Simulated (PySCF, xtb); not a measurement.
Ge(Cl)3(SH) (Cl3GeHS), SMILES [SH][Ge]([Cl])([Cl])[Cl].

GFN2-xTB run with xtb at its own geometry gives an orbital gap of 3.55 eV and a dipole moment of 1.02 D.

Geometry optimised at B3LYP-D3(BJ)/def2-SVP. This is a generated structure with no PubChem entry under its InChIKey; it may be hypothetical. Other conformers were not sampled.

What does PBE/def2-TZVP in PySCF give? (An estimate is asked for; the answer gives what the named calculation found.)

gap 3.85 eV (levels -7.08 and -3.23 eV), dipole 1.46 D.
